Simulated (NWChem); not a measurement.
System: CH3BClI; SMILES ClB(C)I

NWChem printed, in part:

```
             Northwest Computational Chemistry Package (NWChem) 7.3.0
             --------------------------------------------------------

 C1  symmetry detected

                             Geometry "geometry" -> ""
                             -------------------------

 Output coordinates in angstroms (scale by  1.889725989 to convert to a.u.)

  No.       Tag          Charge          X              Y              Z
 ---- ---------------- ---------- -------------- -------------- --------------
    1 B                    5.0000    -0.44187601     1.01190031     0.02150596
    2 Cl                  17.0000     0.82692968     2.21670119    -0.00094321
    3 I                   53.0000     0.12815280    -1.05266045     0.00048016
    4 C                    6.0000    -1.94515922     1.41600801     0.00288780
    5 H                    1.0000    -2.59456052     0.68492154     0.50423476
    6 H                    1.0000    -2.26219882     1.44604452    -1.05665491
    7 H                    1.0000    -2.11280823     2.42056763     0.41814988

 Effective nuclear repulsion energy (a.u.)     359.2019786300

                                 NWChem DFT Module
                                 -----------------

 Summary of "ao basis" -> "ao basis" (spherical)
 ------------------------------------------------------------------------------
       Tag                 Description            Shells   Functions and Types
 ---------------- ------------------------------  ------  ---------------------
 B                          def2-svp                 6       14   3s2p1d
 Cl                         def2-svp                 8       18   4s3p1d
 I                          def2-svp                10       26   4s4p2d
 C                          def2-svp                 6       14   3s2p1d
 H                          def2-svp                 3        5   2s1p

[...]

                                NWChem TDDFT Module
                                -------------------

            General Information
            -------------------
           No. of orbitals :     174
            Alpha orbitals :      87
             Beta orbitals :      87
        Alpha frozen cores :       0
         Beta frozen cores :       0
     Alpha frozen virtuals :       0
      Beta frozen virtuals :       0
         Spin multiplicity :       1
    Number of AO functions :      87
        Use of symmetry is : off
      Symmetry adaption is : off
         Schwarz screening :  0.10D-07

              XC Information
              --------------
                 BHLYP Method XC Functional
              Hartree-Fock (Exact) Exchange   0.50
                 Slater Exchange Functional   0.50 local
             Becke 1988 Exchange Functional   0.50 non-local
       Lee-Yang-Parr Correlation Functional   1.00

             TDDFT Information
             -----------------
          Calculation type : TDDFT
         Wavefunction type : Restricted singlets
          No. of electrons :      56
           Alpha electrons :      28
            Beta electrons :      28
              No. of roots :       6
          Max subspacesize :    5200
            Max iterations :     100
               Target root :       1
           Target symmetry : none
      Symmetry restriction : off
                 Algorithm : Optimal
        Davidson threshold :  0.10D-03

    6 smallest eigenvalue differences (eV)
--------------------------------------------------------
  No. Spin  Occ  Vir  Irrep   E(Occ)    E(Vir)   E(Diff)
--------------------------------------------------------
    1    1   28   29 a        -0.311    -0.013     8.116
    2    1   27   29 a        -0.324    -0.013     8.462
    3    1   26   29 a        -0.360    -0.013     9.464
    4    1   28   30 a        -0.311     0.066    10.267
    5    1   27   30 a        -0.324     0.066    10.613
    6    1   25   29 a        -0.414    -0.013    10.910
--------------------------------------------------------

  Entering Davidson iterations
  Restricted singlet excited states

  Iter   NTrls   NConv    DeltaV     DeltaE      Time
  ----  ------  ------  ---------  ---------  ---------
    1      6       0     0.25E+00   0.10+100        6.7
    2     18       0     0.51E-01   0.26E-01        8.5
    3     30       0     0.51E-01   0.28E-02        8.6
    4     42       0     0.44E-01   0.12E-01        8.7
    5     54       0     0.11E-01   0.12E-02        8.5
    6     65       3     0.27E-02   0.63E-04        8.2
    7     71       5     0.72E-03   0.31E-05        6.6
    8     73       5     0.18E-03   0.15E-06        5.3
    9     75       6     0.93E-04   0.90E-08        5.5
  ----  ------  ------  ---------  ---------  ---------
  Convergence criterion met

  Ground state a        -822.459411682202 a.u.

  ----------------------------------------------------------------------------
  Root   1 singlet a              0.191864744 a.u.                5.2209 eV
  ----------------------------------------------------------------------------
     Transition Moments    X  0.00585   Y  0.00753   Z  0.03027
     Dipole Oscillator Strength                    0.0001288650
     Electric Quadrupole                           0.0000000113
     Magnetic Dipole                               0.0000004119
     Total Oscillator Strength                     0.0001292882

[...]
```

Level: BHandHLYP/def2-SVP with def2 effective core potentials on I, full TDDFT. All runs use the structure optimised with PBE0/def2-SVP. def2 effective core potentials on I; no spin-orbit coupling.

Task: Write an input that gives this output.

Result: Several could match; the one computed here: the input that was run:
```
start job
memory heap 200 mb stack 900 mb global 1100 mb
geometry units angstroms noautoz
  B     -0.441172     1.004253     0.015492
  Cl     0.819351     2.212595    -0.098123
  I      0.140988    -1.055724     0.088776
  C     -1.946964     1.399309     0.009897
  H     -2.580493     0.692053     0.563059
  H     -2.287737     1.372590    -1.042342
  H     -2.111511     2.423261     0.376142
end
basis spherical
  B library def2-svp
  Cl library def2-svp
  I library def2-svp
  C library def2-svp
  H library def2-svp
end
ecp
  I library def2-ecp
end
dft
  xc bhlyp
  iterations 150
end
tddft
  nroots 6
  notriplet
end
task tddft energy
```
